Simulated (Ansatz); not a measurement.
Basis-set extrapolation for CH₆B₂OS, SMILES `BOCBS` (PBE0-D4/def2-TZVP geometry, frozen core, Ansatz). Multiplicity 1, RHF reference.

```tsv
	def2-TZVPP	def2-QZVPP
HF	-563.252238	-563.271335
MP2 correlation	-0.784893	-0.842995
CCSD(T) correlation	-0.870816	not run
```

Energies in hartree. Use E(X) = E(∞) + A·exp(−7.88·√X) for Hartree–Fock and E(X) = E(∞) + B·X^(−2.97) for correlation, with X = 3 and 4, and add CCSD(T) minus MP2 of the smaller set to the MP2 limit.

Problem. What is the CCSD(T) energy at the basis-set limit?

Solution. HF limit: -563.271335 + (-0.019097) × 0.13774 = -563.27397. MP2 limit: -0.842995 + (-0.058102) × 0.74074 = -0.88603. Higher-order term: -0.870816 − (-0.784893) = -0.08592. Total: -564.24592 hartree, 3.34 eV below CCSD(T)/def2-TZVPP.
